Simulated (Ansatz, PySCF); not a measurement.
Gas-phase reaction (SMILES): CO[Si](N)(OC)OC + S (H2S) → CO[Si](S)(OC)OC [trimethoxy(sulfanyl)silane] + N (NH3); hydrogen sulfide cleaves one Si-N bond, a model of a ligand-exchange step.

Geometries: B3LYP-D3(BJ)/def2-TZVP minima from Ansatz (a quantum-chemistry and plane-wave program), one conformer each, not searched for the lowest. Correlated levels leave the core frozen unless marked. Spin-orbit coupling is left out. No relativistic terms. CBS(X,Y): correlation extrapolated as X^-3; Hartree-Fock from the larger set. The bracket is a focal-point correction in the basis named. Thermal terms are rigid-rotor harmonic-oscillator values from B3LYP-D3(BJ) frequencies (Ansatz or PySCF) at 298.15 K and 1 atm. 1 Eh = 627.5095 kcal/mol.

| species | E, RI-MP2/CBS(cc-pV(T+d)Z,cc-pV(Q+d)Z)+[CCSD(T)-MP2]/cc-pV(T+d)Z (Ansatz) (Eh) | E, B3LYP-D3(BJ)/def2-TZVPD (Ansatz + dftd3) (Eh) | H - E (Eh) |
|---|---|---|---|
| CO[Si](N)(OC)OC | -690.23005 | -691.24975 | 0.16809 |
| S (H2S) | -398.96967 | -399.42828 | 0.01881 |
| CO[Si](S)(OC)OC | -1032.69281 | -1034.08933 | 0.15199 |
| N (NH3) | -56.50668 | -56.58902 | 0.03799 |

Task: Work out ΔE and ΔH at 298.15 K at the first level, then ΔH at the second.

Result: 
1. ΔE = [(-1032.69281) + (-56.50668)] - [(-690.23005) + (-398.96967)] = 0.00023 Eh = 0.1 kcal/mol at RI-MP2/CBS(cc-pV(T+d)Z,cc-pV(Q+d)Z)+[CCSD(T)-MP2]/cc-pV(T+d)Z.
2. The terms H - E add up to 0.00308 Eh, so ΔH = (0.00023 + (0.00308))×627.5095 = 2.1 kcal/mol.
3. At B3LYP-D3(BJ)/def2-TZVPD the same steps give ΔE = -0.2 and ΔH = 1.7 kcal/mol, a shift of -0.4 from the first level.
4. These values are not checked against measurement here, since the tables used lack a sound gas-phase enthalpy of formation for at least one species.
